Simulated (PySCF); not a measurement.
Hf(NH2)4 at several levels of theory

Computed with PySCF 2.14.0 (density fitting, no spin-orbit coupling) at the geometry relaxed with PBE0:

```xyz
13
Hf(NH2)4 (singlet)
Hf    0.0000    0.0000    0.0000
N     1.2037    1.2221    1.1224
H     2.0513    0.9044    1.5896
H     1.1211    2.2238    1.2762
N    -1.2037   -1.1224    1.2221
H    -1.1211   -1.2762    2.2238
H    -2.0513   -1.5895    0.9043
N     1.2037   -1.2221   -1.1224
H     1.1211   -2.2238   -1.2762
H     2.0513   -0.9044   -1.5896
N    -1.2037    1.1224   -1.2221
H    -2.0513    1.5895   -0.9043
H    -1.1211    1.2762   -2.2238
```

| level | basis | state | HOMO (eV) | gap (eV) | charge on Hf1 (e) | dipole about the centre of mass (D) | largest force component (eV/Å) |
| --- | --- | --- | --- | --- | --- | --- | --- |
| PBE0 | Hf def2-SVP with ECP60, N def2-SVP, H def2-SVP | singlet | -6.52 | 6.88 | 0.94 | 0.00 | 0.01 |
| wB97X | the same | singlet | -9.00 | 11.06 | 0.97 | 0.00 | 0.06 |
| PBE0 | Hf def2-TZVP with ECP60, N def2-TZVP, H def2-TZVP | singlet | -6.67 | 6.82 | 1.35 | 0.00 | 0.31 |

Charges are Mulliken's, which hang on the basis. The relaxation used the grid (50, 194), these runs (75, 302) or, all-electron (x2c bases, spin-free X2C Hamiltonian), (99, 590).

**Question.** What does M06-L with Hf def2-SVP with ECP60, N def2-SVP, H def2-SVP give here?

**Answer.** state singlet, HOMO (eV) -5.31, gap (eV) 5.50, charge on Hf1 (e) 1.13, dipole about the centre of mass (D) 0.00, largest force component (eV/Å) 0.09. Time: 17 s on 2 threads of Arm Neoverse V1, with other jobs on the host, from an already converged density.

In the first row's basis the gap widens with exact exchange: 5.5 eV for M06-L (none); 6.9 eV for PBE0 (a fixed share); 11.1 eV for wB97X (rising or full at long range).
